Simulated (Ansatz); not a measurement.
MoNF3⁺. The state is a doublet with charge 1. Geometry PBE-D4/def2-SVP; atoms count from 1.

```
atom   x (Å)   y (Å)   z (Å)
 Mo1   0.026  -0.097   0.033
  N2  -0.117   1.621   0.315
  F3   1.027  -0.223  -1.461
  F4  -1.626  -0.606  -0.477
  F5   0.690  -0.696   1.590
```

In the def2 sets Mo takes a core potential; there is no spin–orbit coupling.

(1) Estimate the Mulliken populations from the PBE0/def2-TZVP orbitals of Ansatz.

(2) Where does the spin sit?

(3) And the Mayer bond orders between heavy atoms (over 0.3)?

Results:

(1) 
| atom | charge (e) | spin (α − β) | d electrons |
| --- | --- | --- | --- |
| Mo1 | 1.89 | 0.00 | 3.55 |
| N2 | -0.07 | 0.87 | – |
| F3 | -0.28 | 0.02 | – |
| F4 | -0.28 | 0.02 | – |
| F5 | -0.27 | 0.09 | – |
Mulliken values depend strongly on the basis.

(2) Summed by element: Mo 0.00, N 0.87, F 0.13, of 1 unpaired in all. Largest on single atoms: N2 0.87, F5 0.09, F3 0.02.

(3) Mo1–N2 2.13 (1.75 Å); Mo1–F3 1.06 (1.80 Å); Mo1–F4 1.06 (1.80 Å); Mo1–F5 1.09 (1.80 Å).
